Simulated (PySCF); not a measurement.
C2H3, charge +1, multiplicity 1. Atoms are numbered in the order given.

```xyz
5

C      0.0000     0.0000    -0.5796
C      0.0000     0.0000     0.6721
H      0.0000     0.0000     1.7533
H      0.0000    -0.9394    -1.1541
H      0.0000     0.9394    -1.1541
```
Charge +1, spin multiplicity 1.

Geometry: B3LYP-D3(BJ)/def2-TZVP.

Calculation: PBE/pcSseg-2 in PySCF.

GIAO shieldings, no solvent; atoms alike by connectivity are averaged. δ = σ(ref) − σ: ¹³C against TMS (σ = 181.4 ppm); ¹H against TMS (σ = 31.47 ppm), references at their B3LYP-D3(BJ)/def2-TZVP geometries, non-relativistic.

```tsv
atoms	nucleus	count	δ (ppm)
C2	¹³C	1	…
C1	¹³C	1	…
H3	¹H	1	12.93
H4, H5	¹H	2	8.87
```

### Question
Some entries are withheld; supply them. (Estimate from the structure and the level; the computed values follow.)

### Answer

- C1, δ (ppm): 72.0
- C2, δ (ppm): 338.1
